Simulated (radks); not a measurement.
Al3+, configuration [Ne] (the NIST ground configuration). All-electron calculation, scalar-relativistic Kohn-Sham, LDA (Slater exchange, Perdew-Wang correlation), spin-polarised, spherical densities, point nucleus. Program: a radial shooting solver on a logarithmic mesh with Libxc functionals.

X-ray form factor f0, the Fourier transform of the density (f0(0) = 10):

sin(theta)/lambda (1/angstrom)  f0 (electrons)
0.05                                     9.932
0.1                                      9.734
0.15                                     9.417
0.2                                      8.999
0.25                                     8.504
0.3                                      7.956
0.4                                      6.794
0.5                                      5.667
0.6                                      4.674
0.8                                      3.204
1                                        2.334
1.25                                     1.769
1.5                                      1.487
2                                        1.191
